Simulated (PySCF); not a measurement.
Species, as SMILES: N#P (N-P).
Geometry (B3LYP-D3(BJ)/def2-TZVP, fixed):
```xyz
2

N      0.0000     0.0000    -1.0110
P      0.0000     0.0000     0.4718
```

How fast the lowest singlet excitation energy converges with the basis for several methods (PySCF): deviation from each method's own reference, in eV. References: CAM-B3LYP 4.651 eV, the value in aug-pcseg-3; PBE 4.945 eV, the value in aug-pcseg-3; PBE0 4.778 eV, the value in aug-pcseg-3. All functions are spherical. Density fitting with generated auxiliary sets. No added dispersion term, no relativity. Tamm-Dancoff approximation, the state taken by its order.

```csv
basis,functions,CAM-B3LYP,PBE,PBE0
aug-pcseg-1,50,0.100,0.162,0.108
aug-cc-pV(D+d)Z,55,0.060,0.103,0.057
def2-TZVPD,80,0.012,0.026,0.010
def2-TZVPPD,85,0.013,0.028,0.012
"6-311++G(3df,3pd)",86,0.025,0.030,0.028
jun-cc-pV(T+d)Z,87,0.009,0.016,0.009
aug-pcseg-2,96,0.019,0.020,0.017
aug-cc-pV(T+d)Z,101,0.009,0.015,0.008
def2-QZVPPD,139,0.005,0.010,0.005
aug-cc-pV(Q+d)Z,169,0.005,0.008,0.004
aug-pcseg-3,174,0.000,0.000,0.000
pcseg-4,206,-0.001,0.000,0.000
```

Mean absolute deviation over def2-TZVPD, def2-TZVPPD, 6-311++G(3df,3pd), jun-cc-pV(T+d)Z, aug-pcseg-2, aug-cc-pV(T+d)Z: PBE0 0.014, CAM-B3LYP 0.014, PBE 0.023 eV.
